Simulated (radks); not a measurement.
The zirconium ion Zr3+, configuration [Kr] 7p1 (not the ground configuration).

Method: scalar-relativistic Kohn-Sham, PBE, spin-unpolarised, spherical densities, finite nucleus; Fermi nuclear charge, rms radius 4.2694 fm; computed with a radial shooting solver on a logarithmic mesh with Libxc functionals.

Energy parts (eV):
total: -97851.801
kinetic: 100614.978
electron-nucleus: -234207.396
Hartree: 38809.709
exchange-correlation: -3069.092

Orbitals (lengths in bohr, moments of r in powers of bohr; r(90%) holds 90 % of the orbital's charge):
orbital	occ.	eigenvalue (eV)	<r>	r(90%)	<1/r>
1s	2	-17863.82	0.03707	0.0664	41.25
2s	2	-2509.311	0.1626	0.251	9.250
2p	6	-2241.953	0.1417	0.231	9.013
3s	2	-443.8688	0.4583	0.678	3.141
3p	6	-356.7595	0.4619	0.700	2.982
3d	10	-213.8504	0.4520	0.727	2.742
4s	2	-91.9084	1.190	1.73	1.137
4p	6	-69.1484	1.316	1.93	1.013
7p	1	-7.9236	9.221	12.6	0.1475

The highest occupied level is 7p at -7.924 eV. The electron density at the nucleus is 7.61e+04 e/bohr^3 (large components only).
